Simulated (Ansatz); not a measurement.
Born–Oppenheimer molecular dynamics of BCl₂F (4 atoms, charge 0, multiplicity 1). It starts from a relaxed structure.

Theory: Ansatz, RKS B3LYP/def2-SVP.

| Quantity | Value |
| --- | --- |
| ensemble | NVT, Nosé–Hoover chain |
| time step | 2 fs |
| steps asked | 250 |
| set temperature | 1500 K |
| thermostat | time constant 100 fs, chain length 3 (defaults) |
| seed | 954615 |

First frame:

```xyz
4
Properties=species:S:1:pos:R:3
B 0.000 0.000 -0.037
F 0.000 0.000 1.277
Cl 1.530 0.000 -0.890
Cl -1.530 0.000 -0.890
```

Question: What does the run give?

Answer: The run went to its last step.

```
steps done                                               : 250
time covered                                             : 500 fs
mean temperature over the second half                    : 1742 K
spread of the potential energy over the second half      : 68.1 meV per atom
mean potential energy of the second half above the start : 109.3 meV per atom
```

The conserved energy stayed within 3.8 meV per atom of its start (net change 1.6 meV per atom), so the integration is sound. The mean temperature of the second half is 16 % above the set value. A run of 0.5 ps of so small a system gives no equilibrium averages.

Question: What happens to the structure?

Answer: The same pairs are bonded in the first frame and the last. Pairs count as bonded within 1.25 times the sum of covalent radii (0.12 Å more for H–H). This is one draw of velocities; another would differ in detail.

Question: How do temperature and energy run in time?

Answer: 
| time (fs) | T (K) | potential energy less start (eV) | conserved less start (meV/atom) |
| --- | --- | --- | --- |
| 0.0 | 1500 | 0.000 | 0.00 |
| 24.0 | 362 | 0.298 | 0.32 |
| 48.0 | 1172 | 0.100 | 0.21 |
| 72.0 | 1132 | 0.165 | 0.50 |
| 96.0 | 296 | 0.406 | 0.88 |
| 120.0 | 1946 | 0.071 | 0.97 |
| 144.0 | 650 | 0.566 | 1.75 |
| 168.0 | 1656 | 0.374 | 2.06 |
| 192.0 | 2306 | 0.399 | 2.51 |
| 216.0 | 86 | 1.018 | 3.09 |
| 240.0 | 3062 | 0.297 | 2.76 |
| 264.0 | 1281 | 0.753 | 2.87 |
| 288.0 | 2092 | 0.536 | 2.27 |
| 312.0 | 2871 | 0.277 | 1.81 |
| 336.0 | 399 | 0.873 | 1.79 |
| 360.0 | 3022 | 0.169 | 1.05 |
| 384.0 | 1708 | 0.417 | 0.57 |
| 408.0 | 1626 | 0.414 | 0.56 |
| 432.0 | 2476 | 0.112 | 0.19 |
| 456.0 | 389 | 0.603 | 0.65 |
| 480.0 | 1985 | 0.166 | 0.73 |

The run took 8.2 min on 2 threads of Intel(R) Xeon(R) Platinum 8259CL CPU @ 2.50GHz (Skylake/Cascade Lake), on a shared host, peak memory 0.13 GiB.
